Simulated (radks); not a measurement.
Task: These are the eigenvalues of the occupied orbitals of an atom or ion with whole-number occupations (eV). Method: Dirac Kohn-Sham, PBE, spin-unpolarised, spherical densities, point nucleus; computed with a radial shooting solver on a logarithmic mesh with Libxc functionals.

1s1/2: -17881.09
2s1/2: -2531.945
2p1/2: -2323.117
2p3/2: -2237.250
3s1/2: -467.2068
3p1/2: -389.4637
3p3/2: -375.7612
3d3/2: -238.7760
3d5/2: -236.2667
4s1/2: -112.6365
4p1/2: -90.6306
4p3/2: -88.5754

Which element is it, and in what charge state? The configuration may be excited. Open shells, if any, are shared by 2j + 1.

Result: Z = 40, zirconium, charge +5: Zr5+ in [Ar] 3d10 4s2 4p5. The list shows which subshells hold electrons but not how many an open one holds; the 1s level, -657.12 hartree, gives Z - s = 36.3 by -(Z - s)^2/2, which with screening and relativity narrows Z to a few neighbours, and the depths of the outer levels then fix element, charge and occupations together.
